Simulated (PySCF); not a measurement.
**I, SMILES `[I]` (charge 0, multiplicity 2)**

All values below come from PBE-D3(BJ)/def2-TZVP (PySCF 2.14.0).

- highest occupied spin orbital = -6.70 eV
- dipole moment = 0.00 D
- total energy = -297.6655 Ha
- cost = around 4 core-seconds (rough)

Bond lengths (Å): .
Charge 0, spin multiplicity 2.
